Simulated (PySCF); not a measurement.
CHCl3, charge +1, doublet, geometry from GFN2-xTB (a state made from the parent by changing its charge; the spin is typed, not shown lowest). Base run: MP2/cc-pVDZ (PySCF).

Input for PySCF:
```python
from pyscf import gto, scf, mp

mol = gto.Mole()
mol.atom = '''
    Cl   -0.798098    1.519309   -0.073724
    C     0.004886    0.003069    0.362168
    Cl   -0.918535   -1.450788   -0.046935
    Cl    1.713734   -0.070341   -0.094142
    H     0.019948    0.012528    1.478617
'''
mol.basis = 'cc-pvdz'
mol.charge = 1
mol.spin = 1
mol.verbose = 4
mol.build()

mf = scf.UHF(mol)
mf.kernel()

pt = mp.MP2(mf, frozen=16)
pt.kernel()
print('E(MP2) = %.10f' % pt.e_tot)
```

Variants of this job, named by their change:

| change | basis functions | E (Eh) | MP2 correlation (Eh) | SCF-reference HOMO (eV) | core-seconds (rough) |
|---|---|---|---|---|---|
| base | 73 | -1417.06986 | -0.56382 | -17.79 | 1 |
| basis = STO-3G | 33 | -1401.40048 | -0.11418 | -17.42 | 0.3 |
| basis = pcseg-0 | 50 | -1414.86613 | -0.26604 | -18.34 | 0.5 |
| basis = 6-31G* | [?] | [?] | [?] | [?] | 1 |
| basis = def2-SVP | 73 | -1416.58107 | -0.55996 | -17.82 | 1 |
| basis = pcseg-1 | 73 | -1416.92127 | -0.55243 | -17.80 | 2 |
| basis = pc-1 | 73 | -1416.98858 | -0.56360 | -17.87 | 1 |
| basis = cc-pV(D+d)Z | 88 | -1417.08515 | -0.57232 | -17.77 | 2 |
| basis = 6-311G** | [?] | [?] | [?] | [?] | 4 |
| basis = 6-311++G** | [?] | [?] | [?] | [?] | 5 |
| basis = pc-2 | 146 | -1417.26274 | -0.71007 | -17.70 | 20 |
| basis = cc-pVTZ | 146 | -1417.31140 | -0.74015 | -17.70 | 10 |
| basis = def2-TZVP | [?] | [?] | [?] | [?] | 10 |

Q: Complete the blanks.

A: 
- basis = 6-31G*, basis functions: 70
- basis = 6-31G*, E (Eh): -1416.96392
- basis = 6-31G*, MP2 correlation (Eh): -0.53571
- basis = 6-31G*, SCF-reference HOMO (eV): -17.75
- basis = 6-311G**, basis functions: 102
- basis = 6-311G**, E (Eh): -1417.09635
- basis = 6-311G**, MP2 correlation (Eh): -0.57886
- basis = 6-311G**, SCF-reference HOMO (eV): -17.76
- basis = 6-311++G**, basis functions: 119
- basis = 6-311++G**, E (Eh): -1417.10681
- basis = 6-311++G**, MP2 correlation (Eh): -0.58090
- basis = 6-311++G**, SCF-reference HOMO (eV): -17.72
- basis = def2-TZVP, basis functions: 148
- basis = def2-TZVP, E (Eh): -1417.27862
- basis = def2-TZVP, MP2 correlation (Eh): -0.72919
- basis = def2-TZVP, SCF-reference HOMO (eV): -17.69

Totals compare only among sets that treat the same electrons; sets with core potentials leave the core out.

Open shells are given as the SCF converged; they aren't shown to be the lowest states, and a large step between rows can be another state.
